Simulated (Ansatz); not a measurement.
Stepwise reaction of `[OH][Y]([OH])[F]` with hydrogen chloride, as a gas-phase model of exchange steps in deposition or etching. ΔE in kJ/mol; ΔG adds harmonic PBE0-D4 terms to CCSD(T)/CBS, at 1 bar.

Gas-phase electronic energies from Ansatz, PBE0-D4/def2-TZVP geometries. CBS: MP2 limit from def2 TZ/QZ plus the TZ coupled-cluster correction, frozen cores. This one scheme is used for every species. DFT in def2-TZVPP. B3LYP here is the variant with VWN-RPA as its local correlation; programs differ in this. def2 core potentials past Kr. For Y outer-core shells are correlated without core-valence functions, which leaves a few kJ/mol of doubt a bond. One conformer a species, not always the lowest.

```
step                                             reaction  PBE-D4  B3LYP-D4  ωB97M-V  CCSD(T)/CBS  ΔG(400 K)
   1  `[OH][Y]([OH])[F]` + HCl → `[OH][Y]([F])[Cl]` + H₂O   -58.6     -59.0    -61.0        -63.3      -58.5
   2  `[OH][Y]([F])[Cl]` + HCl → `[F][Y]([Cl])[Cl]` + H₂O   -46.6     -46.4    -47.6        -51.5      -42.1
```

Task: By hand: ΔE of the 2 steps together at CCSD(T)/CBS.

Result: (-63.3) + (-51.5) = -114.8 kJ/mol, or -57.4 kJ/mol a step.

In ΔE each step is higher than the one before. All are downhill at CCSD(T)/CBS. ΔG lies between -58.5 and -42.1 kJ/mol a step. PBE-D4 differs from CCSD(T)/CBS by 4.7 to 4.9 kJ/mol a step. Isolated molecules leave out the surface, adducts and barriers. Largest T1 diagnostic: 0.014.
